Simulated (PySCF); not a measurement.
## Zr²⁺: excitation energy

Zr²⁺ [Kr] 4d2 (3F) → Zr²⁺ [Kr] 4d1 5s1 (3D), as a difference of total energies. Calculation: PySCF 2.14, in ANO-RCC-VTZP; the spin-free X2C one-electron Hamiltonian (Gaussian nucleus). Correlated levels: valence: [Kr] frozen; valence and next inner shell: [Ar] 3d10 frozen. The calculations carry no spin-orbit coupling.

| method | excitation energy (eV) |
| --- | --- |
| UHF | 2.319 |
| LDA | 2.017 |
| PBE0 | 2.397 |
| r2SCAN | 2.508 |
| PW91 | 2.246 |
| revPBE | 2.351 |
| MP2 (valence) | 2.303 |
| SCS-MP2 (valence) | 2.314 |
| MP2 (valence and next inner shell) | 2.140 |
| SCS-MP2 (valence and next inner shell) | 2.223 |

Task: Estimate what TPSSh gives.

Result: 2.583 eV, closest to r2SCAN among the rows shown.

Task: Estimate what PBE gives.

Result: 2.247 eV, closest to PW91 among the rows shown.

A first-order spin-orbit estimate (lowest level to lowest level, LS coupling) adds 0.022 eV.

The basis was made for the ground configuration and has no added diffuse functions, so the excitation energy can come out too high.
